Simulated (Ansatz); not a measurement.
Ansatz results at the PBE0-D4/def2-TZVP geometry: HOMO–LUMO gap (B3LYP/def2-TZVPP) 6.53 eV; LUMO energy (B3LYP/def2-TZVPP) -3.08 eV; size of the dipole moment (B3LYP/def2-TZVPP) 1.60 D.

Problem. Which molecule gave them?
A. `C[N](C)[In]([CH3])[O][SiH3]`
B. `[Cl][In]([Cl])[Br]`
C. `N#[C][In]([F])[Cl]`
D. `C[N](C)[In]([SH])[N](C)C`

Solution. C. The others give `[Cl][In]([Cl])[Br]`: 5.47, -3.22, 0.46; `C[N](C)[In]([SH])[N](C)C`: 4.44, -1.16, 1.69; `C[N](C)[In]([CH3])[O][SiH3]`: 4.84, -1.10, 3.37.

B3LYP here is the variant with VWN-RPA as its local correlation; programs differ in this.
